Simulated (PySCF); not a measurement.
# Radial density of W (tungsten, neutral)

UHF, [Xe] 4f14 5d3 6s2 7s1, 7s spin antiparallel (an excited configuration). Computed with PySCF 2.14 in x2c-TZVPPall with one added diffuse shell each of s, p, d, f type (12s8p8d4f1g, 113 functions), with the spin-free X2C one-electron Hamiltonian (Gaussian nucleus).

```json
{"r (bohr)": "0.0139", "4πr²ρ (e/bohr)": "102.0", "4πr²(ρα − ρβ)": "-0.0016"}
{"r (bohr)": "0.0234", "4πr²ρ (e/bohr)": "88.89", "4πr²(ρα − ρβ)": "-0.0029"}
{"r (bohr)": "0.0393", "4πr²ρ (e/bohr)": "115.9", "4πr²(ρα − ρβ)": "0.0051"}
{"r (bohr)": "0.0661", "4πr²ρ (e/bohr)": "130.9", "4πr²(ρα − ρβ)": "0.0715"}
{"r (bohr)": "0.111", "4πr²ρ (e/bohr)": "105.8", "4πr²(ρα − ρβ)": "0.1606"}
{"r (bohr)": "0.187", "4πr²ρ (e/bohr)": "114.2", "4πr²(ρα − ρβ)": "-0.0075"}
{"r (bohr)": "0.314", "4πr²ρ (e/bohr)": "64.16", "4πr²(ρα − ρβ)": "0.1633"}
{"r (bohr)": "0.529", "4πr²ρ (e/bohr)": "62.96", "4πr²(ρα − ρβ)": "0.0486"}
{"r (bohr)": "0.890", "4πr²ρ (e/bohr)": "20.32", "4πr²(ρα − ρβ)": "0.5680"}
{"r (bohr)": "1.50", "4πr²ρ (e/bohr)": "7.678", "4πr²(ρα − ρβ)": "2.0117"}
{"r (bohr)": "2.52", "4πr²ρ (e/bohr)": "1.852", "4πr²(ρα − ρβ)": "0.7558"}
{"r (bohr)": "4.23", "4πr²ρ (e/bohr)": "0.3860", "4πr²(ρα − ρβ)": "0.0374"}
{"r (bohr)": "7.12", "4πr²ρ (e/bohr)": "0.1466", "4πr²(ρα − ρβ)": "-0.1433"}
{"r (bohr)": "12.0", "4πr²ρ (e/bohr)": "0.06859", "4πr²(ρα − ρβ)": "-0.0685"}
{"r (bohr)": "20.1", "4πr²ρ (e/bohr)": "0.0002554", "4πr²(ρα − ρβ)": "-0.0003"}
```

Densities and radii are taken from the X2C orbitals without a picture-change correction, which distorts them close to the nucleus.

Spin-orbit coupling, absent here, splits the open shell strongly. The outer electron is Rydberg-like, and this basis confines it to a smaller radius and binds it less than a complete one would. With the s spin flipped the determinant is a mixture of two multiplicities, not a spectroscopic state.
